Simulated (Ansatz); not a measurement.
A nudged elastic band was laid between two geometries of AlFH4N2 + H2 (10 atoms, charge 0, multiplicity 1).

Level of theory: Ansatz 0.2.0, RKS LDA/6-31G*.

```
movable images  : 7
climbing image  : yes
spring          : 5.0 eV/Å²
optimiser       : quadratic models (default)
start path      : through a guess of the saddle point
force threshold : 0.03 eV/Å
iteration limit : 60
end points      : relaxed
```

First end point:

```xyz
10
Properties=species:S:1:pos:R:3
Al 0.064 0.760 -0.365
H -0.309 -0.337 1.714
N 1.616 0.186 -0.983
H 1.753 -0.682 -1.501
H 2.494 0.694 -0.878
N -1.463 -0.003 -0.833
H -2.363 0.252 -0.425
H -1.597 -0.493 -1.719
F 0.074 2.123 0.587
H -0.132 0.397 1.885
```

Last end point:

```xyz
10
Properties=species:S:1:pos:R:3
Al -0.012 0.737 -0.441
H 0.078 -0.225 2.043
N 1.567 0.105 -0.912
H 1.722 -0.607 -1.626
H 2.452 0.476 -0.569
N -1.537 0.067 -1.027
H -1.624 -0.768 -1.607
H -2.450 0.483 -0.845
F -0.073 2.091 0.523
H 0.014 0.539 1.943
```

Task: What changes between the two ends?

Result: No bond is made or broken.

Task: Give the energies along the band, and the barrier.

Result: It converged. The highest image is number 4 of 0 to 8, 0.125 eV above the ends, which have the same energy within 2 meV. A vibrational analysis at the climbing image gives one clearly imaginary mode, 242i cm⁻¹: a first-order saddle point.

| image | path coordinate (Å) | energy (eV) |
| --- | --- | --- |
| 0 | 0.00 | 0.000 |
| 1 | 0.44 | 0.013 |
| 2 | 0.87 | 0.054 |
| 3 | 1.31 | 0.103 |
| 4 | 1.74 | 0.125 |
| 5 | 2.19 | 0.100 |
| 6 | 2.64 | 0.045 |
| 7 | 3.09 | 0.005 |
| 8 | 3.54 | -0.001 |

Task: What is the geometry of the highest image?

Result: 
```xyz
10
Properties=species:S:1:pos:R:3
Al 0.061 0.749 -0.410
H -0.162 -0.296 1.682
N 1.626 0.075 -0.864
H 1.720 -0.690 -1.532
H 2.534 0.460 -0.603
N -1.457 0.028 -0.998
H -1.994 -0.629 -0.430
H -2.096 0.554 -1.596
F 0.109 2.175 0.450
H -0.203 0.472 1.783
```

Task: What are the harmonic wavenumbers there?

Result: 242i, 125, 189, 212, 235, 246, 302, 330, 371, 419, 466, 658, 667, 675, 701, 894, 906, 1522, 1538, 3494, 3510, 3586, 3611, 4043 cm⁻¹.

The run took 3.6 min on 1 thread of Arm Neoverse V1, on a shared host, peak memory 0.11 GiB.
